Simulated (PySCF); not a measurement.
Zn(Me) (CH3Zn), SMILES [CH3][Zn] (connectivity only; charge and spin as stated), neutral, multiplicity 2. Atoms are numbered in the order given.

```xyz
5

Zn     0.0000     0.0000    -0.4965
C      0.0000     0.0000     1.5394
H      0.8963     0.5175     1.8864
H      0.0000    -1.0349     1.8864
H     -0.8963     0.5175     1.8864
```
Charge 0, spin multiplicity 2.

Geometry: TPSSh-D3(BJ)/def2-TZVP. The multiplicity is an assumed one; other spin states were not compared. The isomer is the one that the SMILES or the coordinates give; other isomers of the formula were not compared.

Level of theory: PySCF with PBE0/def2-TZVPD.

Mulliken values depend strongly on the basis, most of all with diffuse functions as here. ESP charges are fitted to the potential on shells at 1.4 to 2.0 van der Waals radii. Atomic charges (e):

```csv
atom,ESP fit,meta-Löwdin,Mulliken spin
Zn1,(withheld),0.50,0.67
C2,(withheld),-0.84,0.40
H3,(withheld),0.11,-0.02
H4,(withheld),0.11,-0.02
H5,(withheld),0.11,-0.02
```

What belongs in the gaps? (An estimate is asked for; the answer gives what the named calculation found.)


- Zn1, ESP fit: -0.02
- C2, ESP fit: 0.52
- H3, ESP fit: -0.17
- H4, ESP fit: -0.17
- H5, ESP fit: -0.17
